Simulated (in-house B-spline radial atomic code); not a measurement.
Results of a calculation; reference values are marked as such.
Correlation energy from the adiabatic connection: ω²r²/2 − Z/r, ω = 0.0119, Z = 1

Two electrons in a singlet, external potential ω²r²/2 − Z/r, ω = 0.0119, Z = 1 (atomic units). Full CI in B-splines (partial waves to l = 8, correlation up to 0.6 % small) with the density held fixed gives W(λ) = <V_ee>_λ − U, and E_c is the integral of W(λ) − W(0) from 0 to 1.

```csv
λ,W(λ) − W(0) (hartree)
0,0.00000
0.02,-0.00243
0.05,-0.00595
0.12,-0.01359
0.25,-0.02594
0.4,-0.03778
0.6,-0.05056
0.8,-0.06081
1,-0.06921
```

Q: Integrate the table by the trapezoid rule.

A: The strips give -0.00002, -0.00013, -0.00068, -0.00257, -0.00478, -0.00883, -0.01114, -0.01300, which sum to -0.04116 hartree. The direct value, W(1) − W(0) + T_c with T_c = 0.02789, is -0.04133; the curve is convex, so chords lie above it and the trapezoids fall short in size by 0.41 %.

Q: Now use only three numbers: W(0) = -0.38587, the initial slope W'(0) = -0.1233 (extrapolated from the first points) and the strong-coupling limit of the point-charge-plus-continuum model, W∞ = -0.5619. What do second-order theory and the interpolation W(λ) = W∞ + (W(0) − W∞)/√(1 + 2χλ) of Seidl, Perdew and Levy give?

A: Second order keeps the slope alone: E_c = W'(0)/2 = -0.06165, +49 % in size against -0.04133. Matching the slope fixes χ = W'(0)/(W∞ − W(0)) = -0.1233/(-0.17603) = 0.70045. Integrating, with s = √(1 + 2χ) = 1.549483, E_c = −(W(0) − W∞)(s − 1)/(s + 1) = −0.17603 × 0.549483/2.549483 = -0.03794 hartree, -8.2 % in size against the full result. At λ = 1 the formula gives W − W(0) = -0.06242 against -0.06921. Part of the miss can come from the model's W∞.
